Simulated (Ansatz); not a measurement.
`CB[BH][GaH2]` + `C#C[O][SbH2]` → `[GaH2][O][SbH2]` + `C#CBBC` at 298.15 K and 1 bar (redistribution).

Gas-phase electronic energies from Ansatz, PBE0-D4/def2-TZVP geometries. CCSD(T)/CBS adds triple-zeta CCSD(T) − MP2 to the extrapolated MP2 energy (def2 sets, frozen cores). def2 core potentials past Kr. For Ga, Sb outer-core shells are correlated without core-valence functions, which leaves a few kJ/mol of doubt a bond. Scalar relativity is left out up to krypton. Each species was taken in one conformer, which may not be the lowest.

| species | CCSD(T)/CBS energy (Eh) | H − E (kJ/mol) | S (J/(mol·K)) |
| --- | --- | --- | --- |
| `CB[BH][GaH2]` | -2015.73096 | 214.3 | 361.6 |
| `C#C[O][SbH2]` | -392.99526 | 112.0 | 323.6 |
| `[GaH2][O][SbH2]` | -2241.53579 | 98.8 | 348.6 |
| `C#CBBC` | -167.26726 | 229.3 | 342.2 |

H − E and S are ideal-gas, rigid-rotor, harmonic terms from PBE0-D4/def2-TZVP, for one conformer and one mirror image of each species. 1 Eh = 2625.50 kJ/mol, R = 8.31446 J/(mol·K).

Problem. By hand: ΔE, ΔH, ΔS and ΔG.

Solution. ΔE = (-2241.53579) + (-167.26726) − (-2015.73096) − (-392.99526) = -0.07683 Eh = -201.7 kJ/mol. Δ(H − E) = 98.8 + 229.3 − 214.3 − 112.0 = 1.8, so ΔH = -199.9 kJ/mol. ΔS = 348.6 + 342.2 − 361.6 − 323.6 = 5.6 J/(mol·K). ΔG = -199.9 − 298.15 × (5.6)/1000 = -201.6 kJ/mol.

Problem. By hand: the equilibrium constant, and the temperature at which ΔG would vanish if ΔH and ΔS stayed fixed.

Solution. log₁₀ K = −ΔG/(RT ln 10) = 35.3. ΔH and −TΔS have one sign here, so there is no such temperature. One of them is within its doubt of zero, so this could turn.

The number of gas molecules stays the same, so ΔS is small and ΔH decides. A doubt of 5 kJ/mol in ΔE shifts log₁₀ K by 0.9 here. Other conformers and mirror images would add mixing entropy, several J/(mol·K) or more a flexible species. Modes under 60 cm⁻¹, often nearly free rotors, make the harmonic entropy too high. These are equilibria of isolated gas molecules and say nothing of rates. Largest T1 diagnostic: 0.016 (customary marks: 0.02 for closed shells, 0.045 for open ones).
